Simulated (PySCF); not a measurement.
**Spinor energies of Ag³¹⁺ (silver, charge +31)**

Start: [Ne] 3s2 3p4; 3p1/2 filled at m_j = -1/2, +1/2; 3p3/2 filled at m_j = +1/2, +3/2. Calculated with PySCF 2.14 in an uncontracted even-tempered set (19 s from 5.2 bohr⁻², ratio 2.4; 14 p from 6.8 bohr⁻², ratio 2.4; 5 d from 27 bohr⁻², ratio 2.6; 4 f from 40 bohr⁻², ratio 2.6): generalised Hartree-Fock with the X2C-1e Hamiltonian and a Gaussian nucleus; one run each with spin-orbit coupling (SO) switched off, then screened by Boettger's factors.

```csv
spinor shell,electrons,"ε, spin-free (eV)","ε, screened SO (eV)",weight of nominal j (screened SO),"rms radius, screened SO (bohr)"
1s1/2,2,-27274.3,-27271.0,1.000,0.0357
2s1/2,2,-5431.2,-5429.6,1.000,0.144
2p1/2,2,-5035.9,-5161.6,1.000,0.124
3s1/2,2,-2028.9,-2028.3,1.000,0.353
3p1/2,2,-1905.5,-1931.0,0.984,0.340
3p3/2,2,-1905.5,-1892.3,0.989,0.348
```

(1) Where does 2p3/2 lie, and what is the 2p spin-orbit splitting (screened SO)?

```tsv
quantity	spin-free	screened SO
E (hartree)	-4593.57529	-4595.44383
M_J	2	2
⟨J²⟩	6.001	6.003
⟨L²⟩	2.001	3.001
⟨S²⟩	2.000	1.509
```

Each row is a mean over spinors that exchange with the open shell spreads, by up to 24.460 eV (3s1/2).

Breit and QED terms are absent; they matter most for the inner s and p1/2 levels.

Densities and radii are taken from the X2C orbitals without a picture-change correction, which distorts them close to the nucleus.

Without spin-orbit coupling the j labels of p, d and f shells carry no meaning; the spin-free column gives the mean over the occupied spinors of each nl shell.

Answers

(1) At -4976.3 eV, 185.24 eV above 2p1/2.
